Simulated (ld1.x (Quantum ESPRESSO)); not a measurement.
**Mn, ultrasoft: configuration errors across variants**

- Element: manganese
- Generator: ld1.x (Quantum ESPRESSO) 7.5
- Type: ultrasoft
- Functional: PBEsol
- Relativity: scalar-relativistic
- Frozen core: [Ar]
- Valence charge: 7
- Reference configuration: 3d6 4s1 4p0
- Partial waves: 4s (bound): rcut 2.00, rcutus 2.65 bohr; 4s channel at 0.5 Ry: rcut 2.00, rcutus 2.65 bohr; 4p (bound, empty): rcut 2.85, rcutus 3.30 bohr; 4p channel at 2.1 Ry: rcut 2.85, rcutus 3.30 bohr; 3d (bound): rcut 1.10, rcutus 1.20 bohr; 3d channel at 1.05 Ry: rcut 1.10, rcutus 1.20 bohr
- Local potential: all-electron potential smoothed inside 1.45 bohr (lloc = -1)
- Core correction: Bessel-smoothed model core, default radius (core density twice the valence density)
- Augmentation charge: PSQ, inside the norm-conserving radii

All-electron excitation energies from the reference (eV): (1) 3d5 4s2 4p0 0.366; (2) 3d5 4s1 4p0 8.798; (3) 3d5 4s0 4p0 24.309; (4) 3d4 4s0 4p0 56.789; (5) 3d5 4s0 4p1 13.557; (6) 3d6 4s0 4p0 7.140; (7) 3d5 4s1.5 4p0 3.736.

The default core radius of the base comes out at 1.01 bohr.

A true bound ghost makes a file unfit for plane-wave use even where its test errors are small: the radial tests pick states by their node count and pass the ghost by.

Errors AE − PS in meV (a dash: test not solved or not reliable):

| change | (1) | (2) | (3) | (4) | (5) | (6) | (7) | bound ghosts |
| --- | --- | --- | --- | --- | --- | --- | --- | --- |
| base | -107 | -81 | -80 | -788 | -115 | -13 | -93 | s |
| core correction none | -73 | -51 | +23 | -307 | -66 | +1.2 | -62 | s |
| core correction Bessel-smoothed model core inside 0.52 bohr | -107 | -81 | -80 | -789 | -115 | -13 | -93 | s |
| core correction Bessel-smoothed model core inside 0.64 bohr | -107 | -81 | -80 | -786 | -115 | -13 | -93 | s |
| core correction Bessel-smoothed model core inside 0.84 bohr | -107 | -81 | -80 | -788 | -115 | -13 | -93 | s |
| core correction Bessel-smoothed model core inside 1.00 bohr | -107 | -81 | -80 | -788 | -115 | -13 | -93 | s |
| core correction Bessel-smoothed model core inside 1.12 bohr | -107 | -81 | -80 | -788 | -115 | -13 | -93 | s |
| core correction Bessel-smoothed model core inside 1.42 bohr | -106 | -81 | -80 | -783 | -115 | -13 | -92 | s |

(1) Give the same row for: core correction Bessel-smoothed model core inside 1.30 bohr.

Answers

(1) -107, -81, -80, -786, -115, -13, -93; bound ghosts: s.
